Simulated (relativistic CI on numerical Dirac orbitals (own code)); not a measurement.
**The spin-orbit constant of Cl+ from its measured fine structure**

Problem. The ground term ³P of Cl+ (3s²3p⁴) has the measured levels J = 0: 996.5, J = 1: 696.0, J = 2: 0.0 cm⁻¹ (NIST Handbook of Basic Atomic Spectroscopic Data (Sansonetti and Martin, J. Phys. Chem. Ref. Data 34, 1559 (2005))). Test the interval rule and estimate ζ(3p).

Working.
1. In LS coupling E(J) − E(J − 1) = AJ. The intervals give A = -300.5 (J = 1), -348.0 (J = 2) cm⁻¹.
2. These values spread by 14 % of their mean, from second-order spin-orbit mixing with other terms and from spin-spin terms.
3. The whole width divided by the sum of the upper J values gives a mean A = -332.2 cm⁻¹.
4. For the Hund term of a shell that is more than half full, A = −ζ/2S with 2S = 2, so ζ = 664 cm⁻¹.

Check. The value calculated from Dirac-Coulomb-Breit radial functions of this configuration is ζ = 689 cm⁻¹, 4 % above the estimate from measurement. The same recipe applied to the calculated levels returns 654 cm⁻¹, which shows the bias of the recipe itself. Where the interval rule fails, the estimate is only rough.
